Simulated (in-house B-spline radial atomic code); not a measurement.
**How G0W0 and RPA depend on the start: Ca⁵⁺**

Configuration [Ne] 3s2 3p3, highest spin. Computed with a B-spline radial code for spherical atoms: all electrons, non-relativistic, point nucleus, each spin shell either full or empty, empty states to l = 9 with an (l + 1/2)⁻⁴ tail; G0W0 by contour deformation at full frequency.

```tsv
start	mean-field 3p up (eV)	G0W0 (eV)	QP weight	RPA correlation (Eh)
Hartree-Fock	-107.82	?	?	?
LDA VWN5	-98.13	-107.83	0.943	-0.95353
PBE	-98.27	-107.80	0.944	-0.95174
PBE0	-100.91	-107.97	0.954	-0.91925
r2SCAN	-99.25	-107.94	0.949	-0.93411
HSE06	-100.46	-107.95	0.953	-0.92292
B3LYP (VWN-RPA)	-100.25	?	?	?
SCAN	-99.28	-107.92	0.949	-0.93373
TPSS	-98.59	-107.84	0.945	-0.94517
BHandHLYP	-103.22	-108.08	0.962	-0.89143
CAM-B3LYP	-102.22	-108.02	0.959	-0.90945
LC-wPBE	-103.75	-108.07	0.962	-0.90525
wB97X	-103.31	-108.02	0.962	-0.90147
PBEsol	-98.14	-107.82	0.943	-0.95221
BLYP	-97.97	-107.76	0.943	-0.95236
r2SCAN0	-101.59	-108.05	0.957	-0.908
LDA exchange-only	-96.80	-107.85	0.941	-0.95287
```

(1) What G0W0 level, weight and RPA correlation energy follow from the Hartree-Fock start?

(2) What G0W0 level, weight and RPA correlation energy follow from the B3LYP (VWN-RPA) start?

(3) How much of the dependence on the start does G0W0 remove?

Answers

(1) G0W0 level -108.30 eV, weight 0.972, RPA correlation -0.84337 hartree.

(2) G0W0 level -107.92 eV, weight 0.952, RPA correlation -0.92597 hartree.

(3) The mean-field levels span 11 eV and the G0W0 levels 0.539 eV. Against 108.78 ± 0.25 eV (NIST, semi-empirical) the G0W0 removal energies are off by -1.02 to -0.48 eV, with relativity, Breit and QED terms left out.
